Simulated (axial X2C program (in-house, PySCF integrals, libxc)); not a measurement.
Results of a calculation; reference values are marked as such.
## LaH⁻: input and output of an EOM-EA-CCSD run

Program: an in-house all-electron X2C program for linear molecules (integrals from PySCF).

Input and command:
```json
{"zs": [57, 1], "q": -1, "bas": ["dyall-cv3z", "dyall-av3z"], "r0": 2.12, "eom": "ea", "thr": -2.0, "nmax": 92, "grid": [1, 0.96, 1.045, 0.92, 1.09, 1.15], "rq": 0}
```
```bash
python soeom.py task.json out
```

Keys: zs atomic numbers; q charge; bas basis sets; r0 starting distance in Å; eom kind of EOM run; thr threshold in hartree for freezing inner shells (an s shell follows its p shell); nmax most natural virtual spinors; grid distances as factors; rq charge at which the geometry is sought.

Output at R = 2.079 Å (near the PBE0 minimum at charge 0 of the determinant lowest at the starting distance; the state shown can have its own minimum elsewhere, which is not the closed-shell reference), reference LaH:

```
two-component X2C + atomic mean field  HF
basis functions 179  fitting functions 855  grid points 5061
iter        total energy     max residual
   1      -8485.203902601     5.17e+00
   2      -8486.349083388     1.64e+00
   3      -8486.460915816     1.68e-01
   4      -8486.464019839     3.32e-02
   5      -8486.464720635     3.80e-02
   6      -8486.464847031     6.66e-03
   7      -8486.464886039     6.43e-03
   8      -8486.464902339     2.81e-03
   9      -8486.464911339     1.22e-03
  10      -8486.464915728     1.48e-03
  11      -8486.464917826     6.92e-04
  12      -8486.464919359     4.50e-04
  13      -8486.464920996     9.88e-04
  14      -8486.464922432     1.05e-03
  15      -8486.464923167     4.87e-04
  16      -8486.464923349     9.08e-05
  17      -8486.464923375     5.17e-05
  18      -8486.464923380     2.97e-05
  19      -8486.464923381     7.31e-06
  20      -8486.464923381     6.72e-06
  21      -8486.464923382     4.36e-06
  22      -8486.464923382     1.31e-06
converged
one-electron -11591.21012787  Coulomb 3298.64688043  exact exchange -202.80805674  xc functional 0.00000000  nuclear repulsion 14.50846610  atomic mean-field constant -5.60208530
correlated 12  virtual 260  natural virtual 92  E(MP2) -0.267928832  MP2 remainder -0.037599750
iter   CCSD correlation   residual
   1     -0.243026586   1.39e-01
   2     -0.251645465   6.64e-02
   3     -0.252952026   3.16e-02
   4     -0.252950258   1.74e-02
   5     -0.253073332   9.08e-03
   6     -0.253153895   4.61e-03
   7     -0.253170153   2.24e-03
   8     -0.253181814   1.50e-03
   9     -0.253170428   1.13e-03
  10     -0.253175520   9.33e-04
  11     -0.253173869   7.11e-04
  12     -0.253181988   4.20e-04
  13     -0.253182208   2.01e-04
  14     -0.253181475   1.03e-04
  15     -0.253181603   4.87e-05
  16     -0.253181628   2.21e-05
  17     -0.253181577   9.15e-06
  18     -0.253181607   4.46e-06
  19     -0.253181584   2.06e-06
  20     -0.253181587   8.97e-07
(T) -0.010752197  T1 0.0383  D1 0.0853  max T2 0.120
EOM-EA-CCSD roots
2*Omega      energy/Eh   energy/eV  one-particle weight
    1      -0.01114428     -0.3033      0.900
    1      -0.00584056     -0.1589      0.926
    1       0.00309561      0.0842      0.909
    1       0.03895685      1.0601      0.956
    1       0.05066944      1.3788      0.926
    3      -0.01362172     -0.3707      0.855
    3      -0.00773089     -0.2104      0.891
    3       0.00490259      0.1334      0.912
    3       0.04931492      1.3419      0.001
    5      -0.01066333     -0.2902      0.854
    5       0.05097774      1.3872      0.000
    7       0.05270215      1.4341      0.000
```
T1 in the output is the amplitude norm over the root of the electron number; divide by √2 for the Lee–Taylor value.

Reference electrons by ω block (each with its −ω partner): 1/2: 19, 3/2: 8, 5/2: 2. Root energies count from the CCSD energy of the reference. The reference has large amplitudes (orbital relaxation or multireference character). Roots of positive energy are unbound. The reference need not be the lowest state of its species. All roots sought are printed; those with a small one-particle weight need a further excitation, are placed far too high, and may in truth lie low or lowest. Inner shells are frozen, and levels at this size can be off by some tenths of an eV.
